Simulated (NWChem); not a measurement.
System: C3H5Br; SMILES C=C(C)Br

```xyz
9

C      1.3099    -1.5286     0.0000
C      0.1130    -0.9438     0.0000
C     -1.2111    -1.6282     0.0000
Br     0.0004     0.9567     0.0000
H      2.2390    -0.9569     0.0000
H      1.3736    -2.6205     0.0000
H     -1.8000    -1.3434     0.8859
H     -1.0766    -2.7196     0.0000
H     -1.8000    -1.3434    -0.8859
```
Atoms are numbered in this order, from 1.

Results from NWChem. Pople sets run with spherical d functions. Coordinates come from a PBE0/def2-SVP optimisation. Level: PBE/6-31G* with SMD (1 M gas to 1 M solution), gas-phase geometry.

Q: Estimate the computed values for solvent water. Quantities: solvation free energy (kcal/mol); cavity-dispersion-structure term (kcal/mol); dipole in solution (D).

A: 
```yaml
solvation free energy (kcal/mol): -0.2
cavity-dispersion-structure term (kcal/mol): 2.4
dipole in solution (D): 2.24
```
